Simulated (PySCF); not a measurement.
**Trend along group 13: MGe molecules**

CCSD(T) with double-zeta basis sets in PySCF, for the lowest determinant that a PBE0 search found; no spin–orbit coupling. De refers to high-spin ground-configuration atoms.

| M | basis | reference, frozen orbitals | state (unpaired electrons) | Re (Å) | ωe (cm⁻¹) | De (eV) |
| --- | --- | --- | --- | --- | --- | --- |
| B | x2c-SVPall | UHF, 10 | quartet (σ ↑, π ↑↑) | 1.992 | 640 | 2.81 |
| Al | x2c-SVPall | UHF, 14 | quartet (σ ↑, π ↑↑) | 2.471 | 313 | 2.23 |
| Ga | cc-pVDZ-PP | UHF, 8 | quartet (σ ↑, π ↑↑) | 2.510 | 220 | 2.10 |
| In | def2-SVP | UHF, 13 | quartet (σ ↑, π ↑↑) | 2.689 | 184 | 1.97 |
| Tl | def2-SVP | UHF, 13 | quartet (σ ↑, π ↑↑) | 2.754 | 157 | 1.87 |

The shortest bond is that of GeB (1.992 Å), the longest that of TlGe (2.754 Å).

The rows differ in basis set, which adds steps of its own.

Down a group the atoms grow and get heavier, so bonds lengthen and wavenumbers fall; this series shows no clear exception.

Correlated steps freeze the inner cores (8 to 14 orbitals); shallow outer-core shells are correlated. Correlated levels converge slowly with the basis: in double zeta they bind strong bonds too weakly, by up to about 1 eV, and carry superposition errors of some tenths. These are scalar-relativistic numbers at best; spin–orbit coupling would shift them, the dissociation energy most. States were picked by a PBE0 search and need not be the measured ground states.
